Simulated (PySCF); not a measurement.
RbCl, SMILES [Cl][Rb].

The structure is a stationary point at B3LYP-D3(BJ)/def2-TZVPD. The def2 effective core potentials stand for the cores of Rb; spin–orbit coupling is left out.

Two levels are set side by side: TDDFT-PBE/def2-TZVPD (PySCF) and TDDFT-LC-ωPBE/def2-TZVPD (PySCF). Vertical, same geometry. The lowest singlet is HOMO−1→LUMO 100 % with PBE and HOMO→LUMO 70 %, HOMO→LUMO+8 14 %, HOMO→LUMO+3 12 % with the other functional; states are paired by order. Differences are taken from unrounded values.

```tsv
quantity	TDDFT-LC-ωPBE
lowest singlet excitation (eV)	5.06
lowest triplet excitation (TDA) (eV)	4.98
first bright state (f over 0.05) (eV)	5.25
its oscillator strength	0.07
```

What does TDDFT-PBE give, and how far is it from TDDFT-LC-ωPBE? (Estimate from the structure and the level; the computed values follow.)


| quantity | TDDFT-PBE | TDDFT-PBE minus TDDFT-LC-ωPBE |
|---|---|---|
| lowest singlet excitation (eV) | 2.74 | -2.32 |
| lowest triplet excitation (TDA) (eV) | 2.70 | -2.28 |
| first bright state (f over 0.05) (eV) | 3.08 | -2.17 |
| its oscillator strength | 0.10 | 0.03 |

Functionals without exact exchange tend to place singlet excitations lower, as here. Differences between two approximate levels are no errors against the true value.

Rough cost on one machine, each run with all the roots and properties that it gave: TDDFT-LC-ωPBE against TDDFT-PBE about 2 times.
